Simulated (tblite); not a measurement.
Compound: C5H8NO2 (doublet state).
Geometry (GFN2-xTB, Å), atoms numbered from 1 in this order:
```xyz
16
C5H8NO2 angstrom
N      2.5085   -0.0625    0.1022
C      1.4848    0.7905    0.4483
O      1.7121    1.8531    1.0186
C      0.1613    0.3372    0.1484
C     -0.2708   -0.9460   -0.4690
C     -1.7868   -0.9145   -0.2119
O     -2.1428    0.4503   -0.1185
C     -1.0504    1.1392    0.4469
H      3.4409    0.3044    0.1985
H      2.3670   -0.7894   -0.5755
H     -0.0575   -0.9500   -1.5453
H      0.2070   -1.8207   -0.0247
H     -2.3809   -1.3575   -1.0118
H     -2.0176   -1.4281    0.7335
H     -1.1734    1.2524    1.5393
H     -1.0089    2.1505    0.0277
```

Calculated harmonic vibrations of the isolated species, GFN2-xTB (tblite), most abundant isotopes, no scaling. Errors from tens to a few hundred cm⁻¹ against measured bands are possible. One conformer, not necessarily the lowest. Open shells enter through the occupations alone, without spin polarisation, and single modes of such species can be off by tens of per cent.

Harmonic wavenumbers (cm⁻¹): 82.3, 100.8, 172.1, 199.8, 249.2, 321.8, 371.8, 481.8, 491.5, 602.0, 632.3, 661.6, 790.1, 867.3, 907.1, 962.2, 997.9, 1011.8, 1025.4, 1071.3, 1108.8, 1138.7, 1150.8, 1199.0, 1233.4, 1241.8, 1266.2, 1311.7, 1388.6, 1427.6, 1433.4, 1455.0, 1479.8, 1628.3, 2789.5, 2864.0, 2892.7, 2925.7, 2971.3, 2993.2, 3477.6, 3548.8.

A = 4477, B = 1466, C = 1137 MHz; mass 114.056 u (most abundant isotopes); point group C1, symmetry number 1; spin multiplicity 2.

Q: What is the zero-point energy?

A: ½Σν̃ = 27463 cm⁻¹ = 78.52 kcal/mol.

Q: Give the ideal-gas entropy at 200 K and 1 bar in the rigid-rotor, harmonic-oscillator model (classical rotation).

A: Translation 38.15, rotation 26.97, vibration 12.26, spin (R ln 2) 1.38: S = 78.8 cal/(mol K).

Q: And Cp and H(200 K) − H(0)?

A: Cp = 23.19 cal/(mol K), of which vibrations give 15.24 (their classical limit is 42 R = 83.5); H(200 K) − H(0) = 3.03 kcal/mol without the zero-point energy, 1.44 from vibrations.

Q: Blend soft modes into free rotors: weight 1/[1 + (100 cm⁻¹/ν̃)⁴] for the oscillator and the rest for a rotor with moment μB/(μ + B), μ = h/(8π²ν), B = 10⁻⁴⁴ kg m². What vibrational entropy results?

A: 11.94 cal/(mol K) in place of 12.26, which changes −T·S at 200 K by +0.06 kcal/mol.

Q: Which modes carry the vibrational entropy at 200 K?

A: 82.3 cm⁻¹: 3.06; 100.8 cm⁻¹: 2.67; 172.1 cm⁻¹: 1.69; 199.8 cm⁻¹: 1.43; 249.2 cm⁻¹: 1.07; 321.8 cm⁻¹: 0.71 cal/(mol K); the other 36 give 1.63 together.

Hindered rotation and anharmonicity are outside this model. Other conformers, if any are populated, would add a mixing term that is left out. The structure is chiral; the term R ln 2 for an equal mix with its mirror image is left out.

The run took 0.47 s of wall time on an Arm Neoverse V1 with one thread, on a shared host. The figure is for the frequency step alone.
